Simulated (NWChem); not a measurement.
System: ZrNH$_{2}$Cl$_{3}$; SMILES [Cl][Zr]([NH2])([Cl])[Cl]

The following NWChem deck was run.

```
start job
memory heap 200 mb stack 900 mb global 1100 mb
geometry units angstroms noautoz
  Zr    -0.033916    -0.023664     0.187806
  Cl     2.154066     0.587103    -0.417951
  Cl    -1.498986     1.664289    -0.526220
  Cl    -0.557995    -2.173502    -0.580942
  N     -0.135425    -0.092692     2.173198
  H     -0.167229     0.716181     2.792955
  H     -0.143894    -0.942671     2.735879
end
basis spherical
  Zr library def2-svp
  Cl library def2-svp
  N library def2-svp
  H library def2-svp
end
ecp
  Zr library def2-ecp
end
dft
  xc revpbe cpbe96
  iterations 150
  mulliken
end
task dft energy
```

NWChem printed, in part:

```
             Northwest Computational Chemistry Package (NWChem) 7.3.0
             --------------------------------------------------------

 C1  symmetry detected

                             Geometry "geometry" -> ""
                             -------------------------

 Output coordinates in angstroms (scale by  1.889725989 to convert to a.u.)

  No.       Tag          Charge          X              Y              Z
 ---- ---------------- ---------- -------------- -------------- --------------
    1 Zr                  40.0000    -0.02230195    -0.01721449     0.16497810
    2 Cl                  17.0000     2.16572455     0.55818804    -0.47431454
    3 Cl                  17.0000    -1.47285522     1.68650789    -0.54119031
    4 Cl                  17.0000    -0.58706301    -2.16457515    -0.58156248
    5 N                    7.0000    -0.09797133    -0.07122491     2.15198775
    6 H                    1.0000    -0.10996407     0.74223409     2.76641953
    7 H                    1.0000    -0.11086610    -0.91713322     2.72068695

 Effective nuclear repulsion energy (a.u.)     743.4609453961

 Summary of "ao basis" -> "ao basis" (spherical)
 ------------------------------------------------------------------------------
       Tag                 Description            Shells   Functions and Types
 ---------------- ------------------------------  ------  ---------------------
 Zr                         def2-svp                11       31   5s3p2d1f
 Cl                         def2-svp                 8       18   4s3p1d
 N                          def2-svp                 6       14   3s2p1d
 H                          def2-svp                 3        5   2s1p

            General Information
            -------------------
          SCF calculation type: DFT
          Wavefunction type:  closed shell.
          No. of atoms     :     7
          No. of electrons :    72
           Alpha electrons :    36
            Beta electrons :    36
          Charge           :     0
          Spin multiplicity:     1
          Use of symmetry is: off; symmetry adaption is: off
          Maximum number of iterations: 150
          AO basis - number of functions:   109
                     number of shells:    47
          Convergence on energy requested:  1.00D-06
          Convergence on density requested:  1.00D-05
          Convergence on gradient requested:  5.00D-04

              XC Information
              --------------
                        RevPBE Exchange Functional  1.000
            Perdew 1991 LDA Correlation Functional  1.000 local
           PerdewBurkeErnz. Correlation Functional  1.000 non-local

             Grid Information
             ----------------
          Grid used for XC integration:  medium
          Radial quadrature: Mura-Knowles
          Angular quadrature: Lebedev.
          Tag              B.-S. Rad. Rad. Pts. Rad. Cut. Ang. Pts.
          ---              ---------- --------- --------- ---------
          Zr                  1.55      123          10.0       590
          Cl                  1.00       88          11.0       590
          N                   0.65       49           9.0       434
          H                   0.35       45          11.0       434
          Grid pruning is: on
          Number of quadrature shells:   526
          Spatial weights used:  Erf1

      Superposition of Atomic Density Guess
      -------------------------------------

 Sum of atomic energies:       -1486.71278188

      Non-variational initial energy
      ------------------------------

 Total energy =   -1480.366902
 1-e energy   =   -2770.857332
 2-e energy   =     932.122406
 HOMO         =      -0.374209
 LUMO         =      -0.009521

     ---------------------------------------------
      Total Density - Mulliken Population Analysis
     ---------------------------------------------

    Atom       Charge   Shell Charges
 -----------   ------   -------------------------------------------------------
    1 Zr  12     9.87  -0.47  1.58  0.90  0.33  0.03  5.82  0.36  0.12  0.82  0.30  0.08
    2 Cl  17    17.57   2.00  1.99  1.23  0.72  5.94  2.23  3.44  0.01
    3 Cl  17    17.56   2.00  1.99  1.23  0.72  5.94  2.23  3.44  0.01
    4 Cl  17    17.55   2.00  1.99  1.23  0.72  5.94  2.23  3.43  0.01
    5 N    7     7.98   1.99  1.06  0.49  2.68  1.76  0.00
    6 H    1     0.74   0.58  0.11  0.04
    7 H    1     0.74   0.58  0.11  0.04

   convergence    iter        energy       DeltaE   RMS-Dens  Diis-err
 ---------------- ----- ----------------- --------- --------- ---------
 d= 0,ls=0.0,diis     1  -1482.9457173424 -1.84D+03  4.02D-02  1.55D+00
 d= 0,ls=0.0,diis     2  -1478.2992407786  4.65D+00  3.16D-02  3.64D+01
 d= 0,ls=0.0,diis     3  -1483.1713999983 -4.87D+00  2.70D-03  1.26D-01
 d= 0,ls=0.0,diis     4  -1483.1819480199 -1.05D-02  1.75D-03  3.41D-02
 d= 0,ls=0.0,diis     5  -1483.1862583223 -4.31D-03  6.74D-04  5.33D-03
  Resetting Diis
 d= 0,ls=0.0,diis     6  -1483.1869938143 -7.35D-04  2.70D-04  6.54D-04
 d= 0,ls=0.0,diis     7  -1483.1870606857 -6.69D-05  3.39D-04  2.14D-04
 d= 0,ls=0.0,diis     8  -1483.1869466608  1.14D-04  2.31D-04  9.82D-04
 d= 0,ls=0.0,diis     9  -1483.1870909610 -1.44D-04  2.75D-05  1.29D-05
 d= 0,ls=0.0,diis    10  -1483.1870929187 -1.96D-06  4.31D-06  2.70D-07
 d= 0,ls=0.0,diis    11  -1483.1870929571 -3.84D-08  1.10D-06  1.40D-08

         Total DFT energy =    -1483.187092957081
      One electron energy =    -2775.252108124285
           Coulomb energy =     1031.832616688265
    Exchange-Corr. energy =      -98.135625718001
 Nuclear repulsion energy =      358.368024196940

 Numeric. integr. density =       71.999996224832

                       DFT Final Molecular Orbital Analysis
                       ------------------------------------

 Vector   34  Occ=2.000000D+00  E=-2.931595D-01
              MO Center=  8.3D-01,  4.0D-01, -3.1D-01, r^2= 5.1D+00
   Bfn.  Coefficient  Atom+Function         Bfn.  Coefficient  Atom+Function
  ----- ------------  ---------------      ----- ------------  ---------------
    44      0.455853  2 Cl pz                41      0.344746  2 Cl pz
    61      0.220517  3 Cl py                38      0.201383  2 Cl pz
    80     -0.167359  4 Cl pz                58      0.164747  3 Cl py
    60      0.138691  3 Cl px                78      0.130113  4 Cl px
    62      0.120790  3 Cl pz                77     -0.121389  4 Cl pz

 Vector   35  Occ=2.000000D+00  E=-2.830657D-01
              MO Center=  6.1D-01,  4.5D-01, -4.9D-01, r^2= 5.5D+00
   Bfn.  Coefficient  Atom+Function         Bfn.  Coefficient  Atom+Function
  ----- ------------  ---------------      ----- ------------  ---------------
    43      0.458980  2 Cl py                40      0.340270  2 Cl py
    60     -0.268325  3 Cl px                78      0.260048  4 Cl px
    61     -0.237196  3 Cl py                57     -0.199717  3 Cl px
    37      0.198576  2 Cl py                75      0.188910  4 Cl px
    58     -0.171143  3 Cl py                54     -0.116134  3 Cl px

 Vector   36  Occ=2.000000D+00  E=-2.524295D-01
              MO Center=  1.4D-01,  1.1D-01,  1.5D+00, r^2= 3.3D+00
   Bfn.  Coefficient  Atom+Function         Bfn.  Coefficient  Atom+Function
  ----- ------------  ---------------      ----- ------------  ---------------
    89      0.501839  5 N  px                92     -0.405674  5 N  px
    44      0.231986  2 Cl pz                18      0.175323  1 Zr d  1
    41      0.166767  2 Cl pz                62     -0.148848  3 Cl pz
    42      0.145873  2 Cl px                59     -0.107067  3 Cl pz
     6      0.097913  1 Zr px                38      0.096779  2 Cl pz

 Vector   37  Occ=0.000000D+00  E=-1.044045D-01
              MO Center= -6.1D-02, -5.1D-02,  1.9D-01, r^2= 2.6D+00
   Bfn.  Coefficient  Atom+Function         Bfn.  Coefficient  Atom+Function
  ----- ------------  ---------------      ----- ------------  ---------------
    16      0.767519  1 Zr d -1              15     -0.326423  1 Zr d -2
    19      0.275884  1 Zr d  2              80      0.192512  4 Cl pz
    21      0.179536  1 Zr d -1             101     -0.175862  6 H  s
   106      0.173640  7 H  s                 43      0.149307  2 Cl py
    60      0.146778  3 Cl px                62     -0.141431  3 Cl pz

 Vector   38  Occ=0.000000D+00  E=-8.726662D-02
              MO Center= -1.3D-01, -9.9D-02,  6.8D-02, r^2= 2.6D+00
   Bfn.  Coefficient  Atom+Function         Bfn.  Coefficient  Atom+Function
  ----- ------------  ---------------      ----- ------------  ---------------
    18      0.559244  1 Zr d  1              19     -0.511098  1 Zr d  2
    15     -0.440572  1 Zr d -2              78     -0.237269  4 Cl px
    44      0.180863  2 Cl pz                60     -0.161309  3 Cl px
    92      0.150652  5 N  px                89     -0.142111  5 N  px
    75     -0.141039  4 Cl px                62     -0.136272  3 Cl pz

 Vector   39  Occ=0.000000D+00  E=-7.107028D-02
              MO Center=  9.6D-02,  7.1D-02,  1.7D-01, r^2= 2.9D+00
   Bfn.  Coefficient  Atom+Function         Bfn.  Coefficient  Atom+Function
  ----- ------------  ---------------      ----- ------------  ---------------
    15      0.570571  1 Zr d -2              19     -0.484950  1 Zr d  2
    16      0.390189  1 Zr d -1              79     -0.299530  4 Cl py
    61     -0.277892  3 Cl py                71     -0.241488  4 Cl s
    43     -0.231114  2 Cl py                20      0.193514  1 Zr d -2
     7     -0.190468  1 Zr py                53      0.187028  3 Cl s

     ---------------------------------------------
      Total Density - Mulliken Population Analysis
     ---------------------------------------------

    Atom       Charge   Shell Charges
 -----------   ------   -------------------------------------------------------
    1 Zr  12    11.28  -0.49  1.66  0.85  0.35 -0.04  5.87  0.42  0.20  1.86  0.50  0.10
    2 Cl  17    17.23   2.00  1.98  1.27  0.69  5.93  2.15  3.19  0.01
    3 Cl  17    17.22   2.00  1.98  1.27  0.69  5.93  2.15  3.18  0.01
    4 Cl  17    17.22   2.00  1.98  1.28  0.69  5.93  2.15  3.18  0.01
    5 N    7     7.35   1.99  1.00  0.48  2.42  1.45  0.01
    6 H    1     0.85   0.71  0.10  0.05
    7 H    1     0.85   0.71  0.10  0.05

     -------------------------------------------
      Total Density - Lowdin Population Analysis
     -------------------------------------------

    Atom       Charge   Shell Charges
 -----------   ------   -------------------------------------------------------
    1 Zr  12    12.48   0.00  0.94  0.96  0.36  0.12  5.37  1.07  0.41  1.74  1.30  0.19
    2 Cl  17    16.88   2.00  1.96  1.03  0.74  5.82  2.26  3.06  0.01
    3 Cl  17    16.87   2.00  1.96  1.03  0.74  5.82  2.26  3.05  0.01
    4 Cl  17    16.86   2.00  1.96  1.03  0.74  5.82  2.26  3.04  0.01
    5 N    7     7.10   1.97  0.73  0.44  2.22  1.72  0.02
    6 H    1     0.90   0.58  0.19  0.13
    7 H    1     0.90   0.58  0.19  0.13

     Multipole analysis of the density
     ---------------------------------

     L   x y z        total         alpha         beta         nuclear
     -   - - -        -----         -----         ----         -------
     0   0 0 0      0.000000    -36.000000    -36.000000     72.000000

     1   1 0 0     -0.136233     -0.658140     -0.658140      1.180048
     1   0 1 0     -0.116998     -0.513928     -0.513928      0.910859
     1   0 0 1      1.186861      4.958118      4.958118     -8.729375

     2   2 0 0    -54.069648   -245.888896   -245.888896    437.708144
     2   1 1 0     -0.003547     -0.000738     -0.000738     -0.002070
     2   1 0 1     -0.127120      0.354544      0.354544     -0.836207
     2   0 2 0    -51.875335   -266.507188   -266.507188    481.139042
     2   0 1 1     -0.063434      0.264386      0.264386     -0.592205
     2   0 0 2    -44.045276   -133.354999   -133.354999    222.664721
```

Level: revPBE/def2-SVP with def2 effective core potentials on Zr. The geometry was optimised at PBE0/def2-SVP. Not confirmed as a minimum by frequencies. def2 effective core potentials on Zr; no spin-orbit coupling.
